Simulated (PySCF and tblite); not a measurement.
Values are calculated unless marked as measured or tabulated.
System: 3-methoxypropanoic acid, C₄H₈O₃, numbered as in [CH3:1][O:2][CH2:3][CH2:4][C:5](=[O:6])[OH:7].

For the shift of H on O7 from O7 to O6: electronic barrier 34.40 kcal/mol, zero-point change -3.07 kcal/mol, thermal and entropy terms at 298.15 K a further 0.09 kcal/mol (symmetry numbers apart). The minimum is Cs, the saddle Cs. Geometries: B3LYP-D3(BJ)/def2-SVP; energies: B3LYP/pcSseg-1 + D3(BJ), IEF-PCM cyclohexane; zero-point and thermal terms from GFN2-xTB harmonic modes (soft modes blended into free rotors). Rate constants are transition-state-theory values, counting equivalent paths, without tunnelling. Run with tblite and PySCF.

(1) How many equivalent paths lead out of the minimum?

(2) Work out the rate at 298.15 K.

Tunnelling of the moving H, left out here, will speed the real process. In real samples such hydrogens mostly exchange between molecules or through solvent, far faster than by this path.

Results:

(1) 1: the symmetry number of the minimum is 1, that of the saddle displaced along its mode 1.

(2) ΔG‡ = 31.42 kcal/mol; k_B T/h = 6.2×10¹² s⁻¹; exp(−ΔG‡/RT) = 9.3×10⁻²⁴; times 1 gives k = 5.8×10⁻¹¹ s⁻¹.
